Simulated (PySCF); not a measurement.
Al(H)2(nPr) (C3H9Al), SMILES CC[CH2][AlH2].

Geometry optimised at PBE-D3(BJ)/def2-SVP. The structure was generated by enumeration; whether it is a known compound was not checked. Other conformers were not sampled.

Method: PBE-D3(BJ)/def2-SVP (PySCF).

Frequencies are harmonic and unscaled.

```csv
mode,ν (cm⁻¹),IR (km/mol),moving atoms (share of kinetic energy)
1,51,0.2,"H 79 %, C 19 %"
2,105,0.5,"H 53 %, C 42 %"
3,145,0.9,"C 50 %, H 38 %, Al 12 %"
4,254,0.0,H 94 %
5,324,2.5,"C 48 %, H 29 %, Al 23 %"
6,438,38.7,H 89 %
7,471,50.0,"H 70 %, Al 20 %, C 11 %"
8,639,23.3,"C 47 %, H 37 %, Al 15 %"
9,645,158.4,"H 79 %, C 12 %, Al 9 %"
10,751,10.3,"H 86 %, C 13 %"
11,769,292.7,"H 91 %, Al 8 %"
12,882,1.3,"H 55 %, C 45 %"
13,944,14.7,"H 91 %, C 8 %"
14,1017,7.7,"C 56 %, H 44 %"
15,1061,21.7,"C 62 %, H 38 %"
16,1134,3.1,"H 59 %, C 41 %"
17,1175,1.3,"H 65 %, C 35 %"
18,1273,0.2,"H 91 %, C 9 %"
19,1298,18.8,"H 71 %, C 29 %"
20,1343,3.9,"H 77 %, C 23 %"
21,1367,1.9,"H 87 %, C 13 %"
22,1410,0.6,H 95 %
23,1417,7.8,H 97 %
24,1426,3.0,H 93 %
25,1851,147.5,H 98 %
26,1859,257.7,H 95 %
27,2922,11.5,H 95 %
28,2955,26.8,H 94 %
29,2958,32.1,H 97 %
30,2959,5.6,"H 91 %, C 9 %"
31,2995,20.4,"H 91 %, C 9 %"
32,3046,33.5,"H 91 %, C 9 %"
33,3050,30.0,"H 91 %, C 9 %"
```
